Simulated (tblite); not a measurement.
Compound: C4H12NPSi2.
SMILES with atom numbers: `[CH2:1]=[C:2](/[CH:3]=[N:4]/[SiH2:5][PH2:6])[CH2:7][SiH3:8]` (hydrogens: H9, H10 on C1; H11 on C3; H12, H13 on Si5; H14, H15 on P6; H16, H17 on C7; H18, H19, H20 on Si8)

The geometry is computed with GFN2-xTB (gas phase).

Question: List the bond lengths, angles and torsions at this level.

Answer: 
```csv
bond,length (Å),order
C1=C2,1.337,double
C2–C3,1.455,single
C3=N4,1.261,double
N4–Si5,1.702,single
Si5–P6,2.249,single
C2–C7,1.486,single
C7–Si8,1.914,single
C1–H9,1.077,single
C1–H10,1.077,single
C3–H11,1.097,single
"Si5–H12, Si5–H13",1.467,single
"P6–H14, P6–H15",1.382,single
"C7–H16, C7–H17",1.089,single
"Si8–H18, Si8–H19, Si8–H20",1.464,single
```

Bonds in one row agree within 0.01 Å and their mean is given. Orders are formal, as drawn. A selection of angles:
```csv
angle,degrees
C1–C2–C3,119.6
C1–C2–C7,123.7
C3–C2–C7,116.6
C2–C3–N4,121.5
C3–N4–Si5,137.0
N4–Si5–P6,103.0
C2–C7–Si8,110.9
```

Dihedral angles: C1–C2–C3–N4 179° (antiperiplanar); C2–C3–N4–Si5 -174° (antiperiplanar); C3–N4–Si5–P6 107° (anticlinal); C1–C2–C7–Si8 -100° (anticlinal). The mirror-image conformer, all signs reversed, is as good.

N4 (C=N nitrogen) is bent (angle 137.0°). Si8 (SiH3 silicon) is tetrahedral (angles from 107.3° to 111.1°). The C–C distances run from 1.337 Å (C1=C2, drawn double) to 1.486 Å (C2–C7, drawn single), a spread of 0.149 Å. P6 (three-coordinate phosphorus) is pyramidal (angles 95.2°, 93.4° and 92.3°, sum 281.0°, 0.84 Å off the plane of its three neighbours). Of the pairs four or more bonds apart, N4···H17 is among the closest relative to their van der Waals radii: 2.51 Å, 91 % of the sum of Bondi's values. Si5 (SiH2 silicon) is distorted tetrahedral (angles from 103.0° to 120.6°).

Point group: C1 (no symmetry element, even within 0.4 Å). Its GFN2-xTB frequencies are all real (lowest 33 cm⁻¹). The numbers are those of one conformer (C1–C2–C3–N4 179°, C3–N4–Si5–P6 107°, N4–Si5–P6–H 73° and 166°, C1–C2–C7–Si8 -100°). 3 starts were optimised and ended at 0.00, 1.32 and 2.51 kcal/mol (GFN2-xTB); the lowest of these is shown.

Time: 2.4 s of wall time. Hardware: one thread, Arm Neoverse N1 (aarch64), no GPU, on a shared host. These figures are those of the optimisation.
